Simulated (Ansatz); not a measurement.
Gas-phase electronic energies from Ansatz, PBE0-D4/def2-TZVP geometries. CCSD(T)/CBS adds triple-zeta CCSD(T) − MP2 to the extrapolated MP2 energy (def2 sets, frozen cores). This one scheme is used for every species. DFT in def2-TZVPP. B3LYP here is the variant with VWN-RPA as its local correlation; programs differ in this. Elements past krypton have def2 core potentials. For Sn outer-core shells are correlated without core-valence functions, which leaves a few kJ/mol of doubt a bond. Each species was taken in one conformer, which may not be the lowest.

Consider the redistribution: `C[O][Al]([F])[SH]` + `[OH][SnH3]` → `[OH][Al]([F])[SH]` + `C[O][SnH3]`.

Question: Is it downhill or uphill in electronic energy at CCSD(T)/CBS, and by how much? (Estimate.)

Answer: The calculation gave: Nearly level: ΔE = -0.03 eV.

Question: What do these levels give: r2SCAN-D4, PBE0-D4, B3LYP-D4, ωB97X-V, PBE0, HF/def2-TZVPP, MP2/def2-TZVPP, CCSD(T)/def2-TZVPP, HF/def2-QZVPP, MP2/def2-QZVPP, HF/CBS(def2), CCSD/CBS(def2)? (Estimate.)

Answer: The calculation gave: r2SCAN-D4 -0.01, PBE0-D4 0.00, B3LYP-D4 0.01, ωB97X-V 0.01, PBE0 0.01, HF/def2-TZVPP 0.05, MP2/def2-TZVPP -0.02, CCSD(T)/def2-TZVPP -0.01, HF/def2-QZVPP 0.05, MP2/def2-QZVPP -0.03, HF/CBS(def2) 0.05, CCSD/CBS(def2) -0.01 eV.

Largest T1 diagnostic among the species: 0.014.

In def2-TZVPP, CCSD(T) changes the Hartree–Fock value by −0.06 eV (the triples alone add −0.01 eV) and MP2 by −0.07 eV.
